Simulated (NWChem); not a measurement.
**Relativistic effects in AlF$_{2}$I**

```
Al
F 1 1.6525
F 1 1.6525 2 117.94
I 1 2.4431 2 121.03 3 180.00
```
Charge 0, spin multiplicity 1.

All runs are NWChem calculations. All single points use one geometry, from B3LYP/def2-SVP with def2 effective core potentials on I, a minimum by its harmonic frequencies.

Functional PBE0, all-electron basis x2c-SVPall-2c, contracted for the X2C Hamiltonian and used here with ZORA. The ion keeps the geometry and has multiplicity 2 in the scalar run; the spin-orbit run starts from the same electron counts.

The cost column gives rough processor time relative to scalar ZORA; each entry includes its own SCF.

The structure started from a generated list of species. No SCF solution was tested for a lower state.

```csv
Hamiltonian,ΔSCF ionisation energy (eV),HOMO (eV),LUMO (eV),gap (eV),relative cost
scalar ZORA,10.83,-8.31,-1.49,6.81,1
spin-orbit ZORA,(withheld),(withheld),(withheld),(withheld),under 3
```

Question: Complete the blanks.

Answer: 
- spin-orbit ZORA, ΔSCF ionisation energy (eV): 10.58
- spin-orbit ZORA, HOMO (eV): -8.07
- spin-orbit ZORA, LUMO (eV): -1.49
- spin-orbit ZORA, gap (eV): 6.59
